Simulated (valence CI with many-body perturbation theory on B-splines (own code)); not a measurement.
# Cd³⁴⁺: calculated level list

Calculated by configuration interaction combined with many-body perturbation theory (CI+MBPT): four valence electrons over a frozen Dirac-Fock core [Ne], a basis of 9 s, 9 p, 8 d, 6 f, 3 g, 1 h functions for each j, with the one-electron correlation potential Σ1, the two-electron term Σ2, the three-electron term Σ3, Breit, model QED; selected CI, second order for the rest, scaled by the run's own slope (own B-spline code, finite nucleus).

The last digits are not significant, and no measured levels were compared; by estimate large intervals hold to a few tenths of a per cent, small ones and those within an open d or f shell to about a per cent.

Levels 1 to 31 of 31, with energies above the lowest level, (3s^2 3p1/2^2) J=0. "Leading %" is the weight of the configuration and term that name the level; weights of strongly mixed levels are sums over their largest components and can fall short, so below about 35 % the name and the second component can differ from the true leading terms, or belong to a minority configuration. In the jj column 3d3/2^4 stands for four electrons in 3d with j = 3/2.

| No. | Configuration | Term | J | E (cm⁻¹) | Leading % | g | Leading jj |
| --- | --- | --- | --- | --- | --- | --- | --- |
| 1 | 3s2.3p2 | 3P | 0 | 0 | 75 |  | 3s^2 3p1/2^2 (98 %) |
| 2 | 3s2.3p2 | 3P | 1 | 327280 | 98 | 1.497 | 3s^2 3p1/2 3p3/2 (98 %) |
| 3 | 3s2.3p2 | 1D | 2 | 371000 | 56 | 1.208 | 3s^2 3p1/2 3p3/2 (97 %) |
| 4 | 3s2.3p2 | 3P | 2 | 730100 | 56 | 1.283 | 3s^2 3p3/2^2 (97 %) |
| 5 | 3s2.3p2 | 1S | 0 | 828080 | 74 |  | 3s^2 3p3/2^2 (96 %) |
| 6 | 3s.3p3 | 5S° | 2 | 1005400 | 51 | 1.696 | 3s 3p1/2^2 3p3/2 (86 %) |
| 7 | 3s.3p3 | 3D° | 1 | 1144800 | 46 | 0.903 | 3s 3p1/2^2 3p3/2 (77 %) |
| 8 | 3s.3p3 | 3D° | 2 | 1300100 | 44 | 1.463 | 3s 3p1/2 3p3/2^2 (79 %) |
| 9 | 3s2.3p.3d | 3F° | 2 | 1335500 | 60 | 0.819 | 3s^2 3p1/2 3d3/2 (90 %) |
| 10 | 3s.3p3 | 3D° | 3 | 1373800 | 78 | 1.310 | 3s 3p1/2 3p3/2^2 (78 %) |
| 11 | 3s.3p3 | 3P° | 0 | 1475600 | 89 |  | 3s 3p1/2 3p3/2^2 (89 %) |
| 12 | 3s.3p3 | 3P° | 1 | 1489500 | 35 | 1.170 | 3s 3p1/2 3p3/2^2 (49 %) |
| 13 | 3s2.3p.3d | 3F° | 2 | 1515800 | 25 | 1.042 | 3s 3p1/2 3p3/2^2 (39 %) |
| 14 | 3s2.3p.3d | 3F° | 3 | 1531300 | 70 | 1.119 | 3s^2 3p1/2 3d5/2 (72 %) |
| 15 | 3s2.3p.3d | 3P° | 1 | 1550300 | 26 | 1.091 | 3s^2 3p1/2 3d3/2 (41 %) |
| 16 | 3s2.3p.3d | 3D° | 2 | 1597400 | 27 | 1.277 | 3s^2 3p1/2 3d5/2 (45 %) |
| 17 | 3s.3p3 | 3S° | 1 | 1618900 | 36 | 1.316 | 3s 3p1/2 3p3/2^2 (79 %) |
| 18 | 3s2.3p.3d | 3P° | 2 | 1752100 | 28 | 1.319 | 3s^2 3p3/2 3d5/2 (50 %) |
| 19 | 3s2.3p.3d | 3F° | 4 | 1812800 | 98 | 1.246 | 3s^2 3p3/2 3d5/2 (98 %) |
| 20 | 3s2.3p.3d | 3P° | 1 | 1844900 | 42 | 1.164 | 3s^2 3p3/2 3d3/2 (77 %) |
| 21 | 3s2.3p.3d | 3D° | 2 | 1848300 | 44 | 1.064 | 3s^2 3p3/2 3d3/2 (74 %) |
| 22 | 3s2.3p.3d | 3D° | 3 | 1856400 | 46 | 1.190 | 3s^2 3p3/2 3d3/2 (69 %) |
| 23 | 3s2.3p.3d | 3P° | 0 | 1861400 | 89 |  | 3s^2 3p3/2 3d3/2 (89 %) |
| 24 | 3s2.3p.3d | 1P° | 1 | 1981100 | 32 | 1.299 | 3s^2 3p3/2 3d5/2 (53 %) |
| 25 | 3s2.3p.3d | 3P° | 2 | 1995000 | 24 | 1.284 | 3s^2 3p3/2 3d5/2 (45 %) |
| 26 | 3s2.3p.3d | 1F° | 3 | 1999800 | 64 | 1.112 | 3s^2 3p3/2 3d5/2 (77 %) |
| 27 | 3s.3p2.3d | 5F | 1 | 2031200 | 63 | 0.304 | 3s 3p1/2^2 3d3/2 (86 %) |
| 28 | 3s.3p2.3d | 5F | 2 | 2051400 | 35 | 1.204 | 3s 3p1/2^2 3d3/2 (76 %) |
| 29 | 3s2.3p.3d | 1P° | 1 | 2101800 | 37 | 1.026 | 3s 3p3/2^3 (46 %) |
| 30 | 3s.3p2.3d | 5F | 3 | 2156400 | 32 | 1.377 | 3s 3p1/2^2 3d5/2 (77 %) |
| 31 | 3p4 | 3P | 2 | 2165100 | 27 | 1.229 | 3p1/2^2 3p3/2^2 (39 %) |

The ionisation energy to 3s2.3p 2P°_1/2 of the next ion comes out as 2193.8 eV (NIST: 2195 ± 4 eV (semi-empirical)). All 31 levels together are meant to be complete up to 2251700 cm⁻¹.
